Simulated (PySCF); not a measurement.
Structure problem from calculated spectra and properties.

Formula: C7H7Cl.

* Rotational structure: rotational constants A, B, C: 2.369, 1.498, 0.923 GHz [GFN2-xTB]
* Dipole: 1.41 D [PBE0/def2-SVPD]
* UV, first state: lowest singlet excitation: 4.87 eV (255 nm, f = 0.135) [TDDFT PBE0/def2-SVPD]
* Polarisability: 103.5 au [PBE0/def2-SVPD]
* 1H NMR: chemical shifts (computed TMS as zero) by class: 5.02 (1 H), 5.01 (1 H), 5.00 (1 H), 4.92 (1 H), 2.12 (3 H) ppm [GIAO PBE0/pcSseg-1]
* Triplet: lowest triplet excitation (Tamm–Dancoff): 3.05 eV [TDA PBE0/def2-SVPD]
* 13C NMR: chemical shifts (computed TMS as zero) by class: 163.6 (1 C), 156.4 (1 C), 153.7 (1 C), 153.4 (1 C), 96.6 (1 C), 96.0 (1 C), 11.7 (1 C) ppm [GIAO PBE0/pcSseg-1]
* UV, strongest line: among the 8 lowest singlet transitions: S5 at 6.38 eV (194 nm, f = 0.572) [TDDFT PBE0/def2-SVPD]

The electronic properties come from PySCF, for the isolated species, density fitting. Levels stand in brackets. Isolated species at its GFN2-xTB geometry, gas phase. NMR classes are plain means over equivalent atoms (diastereotopic ones count apart unless rotation or inversion swaps them), as if these changed places fast.

**Question.** What is the compound? Reason from the data.

**Answer.** Numbering: `[CH2:1]=[C:2]1[C:3](=[CH2:4])[C:5]([Cl:6])=[C:7]1[CH3:8]`. Its formula, C7H7Cl, gives 4 degrees of unsaturation: 1 ring and 3 π bonds in the structure found. 7 carbons fall into 7 classes; from least to most shielded: fully substituted alkene carbon [C7] (163.6 ppm), fully substituted alkene carbon [C3] (156.4 ppm), vinylic C–Cl carbon [C5] (153.7 ppm), fully substituted alkene carbon [C2] (153.4 ppm), terminal =CH2 carbon [C4] (96.6 ppm), terminal =CH2 carbon [C1] (96.0 ppm), allylic carbon [C8] (11.7 ppm). Hydrogen classes from least to most shielded: 1 H on a terminal =CH2 carbon, C4 (5.02 ppm), 1 H on a terminal =CH2 carbon, C4 (5.01 ppm), 1 H on a terminal =CH2 carbon, C1 (5.00 ppm), 1 H on a terminal =CH2 carbon, C1 (4.92 ppm), 3 H on an allylic carbon, C8 (2.12 ppm). S1 is mainly HOMO→LUMO (weight 0.84); the largest Löwdin shares of the orbital it empties are 0.19 on a fully substituted alkene carbon, 0.19 on the vinylic C–Cl carbon, 0.13 on a terminal =CH2 carbon and 0.12 on the vinyl chlorine, of the orbital it fills 0.24 on the vinylic C–Cl carbon, 0.24 on a fully substituted alkene carbon, 0.09 on a terminal =CH2 carbon and 0.08 on a terminal =CH2 carbon. The optimised geometry has point group Cs and is an asymmetric top. Structure: `C=C1C(=C)C(Cl)=C1C`. Computed isomers that give other values at the same levels: `Cc1ccccc1Cl` (rotational constant A: 2.911 GHz; this holds for the one conformer computed); `C#C/C=C/C/C=C/Cl` (13C chemical shifts (computed TMS as zero) by class: 153.6 (1 C), 139.7 (1 C), 132.5 (1 C), 117.5 (1 C), 88.1 (1 C), 86.3 (1 C), 41.9 (1 C) ppm); `C[C@]12C=C[C@@]1(Cl)C=C2` (13C chemical shifts (computed TMS as zero) by class: 159.3 (2 C), 153.8 (2 C), 76.5 (1 C), 67.1 (1 C), 15.0 (1 C) ppm). The assignments are read from this structure; whether some other isomer fits the data as well wasn't checked.
